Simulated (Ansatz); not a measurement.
**Energy profile**

The step: AlCl₃ ([Cl][Al]([Cl])[Cl]) + HBr → AlBrCl₂ ([Cl][Al]([Cl])[Br]) + HCl (still joined by a long Al–Cl bond); bonds formed: Cl2–H5; dative contacts that become bonds: Al1–Br6; bonds broken: H5–Br6; bonds weakened to dative contacts: Al1–Cl2 (atoms numbered as in the saddle structure below).

```tsv
atom	x (Å)	y (Å)	z (Å)
Al1	-0.3442	0.4264	-0.2661
Cl2	1.7678	-0.2819	-0.5475
Cl3	-1.5668	-0.0989	-1.8646
Cl4	-0.4281	2.3333	0.5600
H5	0.9935	-1.0921	0.6289
Br6	-0.4223	-1.2869	1.4892
```

Electronic energies by CCSD(T) at an estimated basis limit (MP2 extrapolated from triple and quadruple zeta, plus CCSD(T) − MP2 in triple zeta), on PBE0-D4/def2-TZVP structures; AlHBrCl₃, closed shell; no counterpoise correction. Ansatz 0.2.0; basis: def2-TZVPP and def2-QZVPP; cores frozen in the correlated methods. Filled d shells of the heavier atoms are correlated. The def2 sets are not built for correlating such inner shells, so the correlated values are less sure here. Extrapolation: Hartree–Fock as exp(−7.88 √X), correlation as X^−2.97.

Give the profile in kJ/mol, counted from the separated reactants. (An estimate is asked for; the value comes from the calculation.)

The calculation gives:
```
                                                                                                  point  kJ/mol
  separated: AlCl₃ (linked as [Cl][Al]([Cl])[Cl]; Al1, Cl2, Cl3, Cl4; singlet) + HBr (H5, Br6; singlet)     0.0
                                                                                        start structure   -39.1
                                                                                                 saddle    -5.6
                                                                                          end structure   -38.8
separated: AlBrCl₂ (linked as [Cl][Al]([Cl])[Br]; Al1, Cl3, Cl4, Br6; singlet) + HCl (Cl2, H5; singlet)    -1.4
```
The saddle lies below the separated reactants: the barrier is submerged.

The T1 diagnostic stays at or below 0.008. The start structure is not quite a true minimum (one mode of 37i cm⁻¹).

For scale, one of the runs: CCSD(T)/def2-TZVPP, 230 basis functions, launched by `ansatz run in.yaml --threads 8 --pin off --events-out ev --progress --plain --max-ram 19148MiB`. Hardware: 8 CPU threads of an Arm Neoverse V1, shared host. Wall time 98 s; peak host memory 3.6 GiB.
